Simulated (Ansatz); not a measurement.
One change: `C#C[SiH2]S[SiH3]` becomes `[CH3][AlH][SiH2]S[SiH3]`.

Ansatz, PBE0-D4/def2-TZVP geometries, multiplicity 1. Each molecule was computed in one conformer, which needn't be the lowest. `[CH3][AlH][SiH2]S[SiH3]` holds a close contact that its SMILES doesn't draw: H···Al 1.98 Å.

```tsv
property	`C#C[SiH2]S[SiH3]`
HOMO–LUMO gap (B3LYP/def2-TZVPP) / eV	6.40
HOMO energy (B3LYP/def2-TZVPP) / eV	-7.31
LUMO energy (B3LYP/def2-TZVPP) / eV	-0.91
size of the dipole moment (B3LYP/def2-TZVPP) / D	1.39
LUMO energy (PBE0/def2-TZVPP) / eV	-0.74
HOMO–LUMO gap (ωB97M-V/def2-TZVPP) / eV	10.88
```

(1) What does the change do to each property? (Best estimate.)

Results:

(1) The calculation gave: 
```csv
property,`[CH3][AlH][SiH2]S[SiH3]`,shift
HOMO–LUMO gap (B3LYP/def2-TZVPP) / eV,5.34,-1.06
HOMO energy (B3LYP/def2-TZVPP) / eV,-6.87,0.44
LUMO energy (B3LYP/def2-TZVPP) / eV,-1.53,-0.62
size of the dipole moment (B3LYP/def2-TZVPP) / D,0.84,-0.55
LUMO energy (PBE0/def2-TZVPP) / eV,-1.40,-0.66
HOMO–LUMO gap (ωB97M-V/def2-TZVPP) / eV,9.35,-1.53
```

With PBE0 the HOMO rises by 0.50 eV and the LUMO falls by 0.66 eV, so the gap narrows by about 1.16 eV. PBE moves the HOMO by 0.39 eV and ωB97M-V by 0.68 eV. Dipoles are sizes alone; their direction can turn.

B3LYP here is the variant with VWN-RPA as its local correlation; programs differ in this.
